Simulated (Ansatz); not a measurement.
C$_{2}$H$_{3}$FSi (`FC#C[SiH3]`) at its PBE0-D4/def2-TZVP geometry, where that method's forces vanish. Total charge 0; spin multiplicity 1.

```xyz
7

F    -2.7156    0.7571    1.5026
C    -1.6387    0.4572    0.9068
C    -0.6152    0.1731    0.3417
Si    0.9276   -0.2587   -0.5133
H     1.7965    0.9404   -0.6008
H     1.6297   -1.3245    0.2427
H     0.6156   -0.7446   -1.8797
```

Question: What forces (eV/Å) does r2SCAN-D4/def2-TZVPP give on these atoms in the Gaussian-basis code of Ansatz? (Estimate.)

Answer: Ansatz gave: 
```
F1  -0.183  0.050  0.100
C2  -0.207  0.060  0.117
C3   0.463 -0.131 -0.258
Si4 -0.086  0.025  0.048
H5  -0.005 -0.029 -0.006
H6  -0.001  0.019 -0.024
H7   0.020  0.007  0.022
```
